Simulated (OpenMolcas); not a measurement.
## Cr3+: moving the ligands

Cr3+ with 4 ligands (fluoride) in tetrahedral coordination (Td) at 1.79 Å. A charge of +0.25 e stands 2.4 Å behind each ligand. Ligand basis ANO-RCC-VDZP.
```
Cr    0.0000    0.0000    0.0000
F     1.0335    1.0335    1.0335
F     1.0335   -1.0335   -1.0335
F    -1.0335    1.0335   -1.0335
F    -1.0335   -1.0335    1.0335
```

* Program: OpenMolcas
* Method: CASSCF
* Basis: ANO-RCC-VTZP [6s5p3d2f1g]
* Scalar Hamiltonian: DKH2, point nucleus
* Active space: 3 electrons in 5 orbitals (3d)
* State averaging: 2S+1 = 4 even, 10 roots; 2S+1 = 2 even, 40 roots
* Spin-orbit coupling: RASSI with atomic mean-field integrals over the reference wave functions

Runs around this geometry, states (labels of Td). Energies in cm-1 above the lowest state or level, χT in cm3 K/mol; under a threefold ground state the first gap can be a small split of the lowest multiplet, not the spin-orbit step; 10Dq and B are least-squares fits to the states below 45000 cm-1, weighted by degeneracy, with a free offset, and given where the rms deviation is under 5 % of |10Dq| (or 100 cm-1) and under 700 cm-1; 10Dq is negative for this site.

```
R (Å)  Ground state  First state of that spin   10Dq  B (rms of fit)  First gap with spin-orbit (degeneracies)  χT at 300 K  First state of another spin
 1.74           4T1                  4T2 7821  -8769       990 (361)                               21.3 (4, 2)        1.487                     2E 10339
 1.79           4T1                  4T2 6876  -7777      1003 (291)                               22.3 (4, 2)        1.459                     2E 11475
 1.85           4T1                  4T2 5923  -6706      1021 (261)                               24.1 (4, 2)        1.430                     2E 12631
```

Taking |10Dq| as R^-n, n = -ln(6706 / 8769) / ln(1.85 / 1.74) = 4.4 between the shortest and longest distance. The point-charge formula for a cubic d site gives n = 5.

An orbital triplet at a regular site is open to Jahn-Teller coupling, which can distort the site and quench the lowest spin-orbit gaps and is left out. Without dynamic correlation the repulsion within the d shell is too large (B by tens of per cent), so at a given field states of lower spin stand too high. Ligand-to-metal charge-transfer states are missing. With no ligand orbital active B as a rule stays too high, so bands that hang on it stand too high and its fall with covalency is understated. With metal d orbitals alone and no dynamic correlation the field as a rule comes out too small, by tens of per cent, by up to half for chloride and softer ligands. No measured value stands beside these numbers; the geometry was imposed, not optimised, and the real ion may take another.
